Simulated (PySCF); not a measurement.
A structure optimised at PBE0-D3(BJ)/def2-SVP (Å):
```
atom  x, y, z in Å
O1     0.0294    0.9658   -1.3422
Si2    0.0012    0.0026   -0.0054
O3    -1.0216    0.7251    1.0657
O4    -0.4371   -1.4964   -0.5299
O5     1.4346   -0.1876    0.7850
H6    -0.0534    1.9080   -1.1695
H7    -0.8845    0.4811    1.9856
H8    -1.0446   -1.5068   -1.2751
H9     2.0031   -0.8798    0.4352
```

Charge 0, singlet.

Problem. Read off the bonds between heavy atoms and their formal orders.

Solution. O1–Si2 1.65 Å (single); Si2–O3 1.65 Å (single); Si2–O4 1.65 Å (single); Si2–O5 1.65 Å (single). Bonds to hydrogen (Å): O1–H6 0.96; O3–H7 0.96; O4–H8 0.96; O5–H9 0.96.

Problem. Write the SMILES.

Solution. `O[Si](O)(O)O`, H4O4Si.

Problem. What is the point group of this geometry?

Solution. S4 (every atom within 0.08 Å of its image).

Problem. Classify the heavy atoms.

Solution. O1/O3/O4/O5: silanol oxygen; Si2: oxygen-bound silicon.

Problem. What is the arrangement about Si2?

Solution. It has 4 neighbours (O1, O3, O4, O5) and is distorted tetrahedral (angles from 106.1° to 116.2°).

Problem. What is the arrangement about O1?

Solution. It has 2 neighbours (Si2, H6) and is bent (angle 115.2°).

These are computed values.
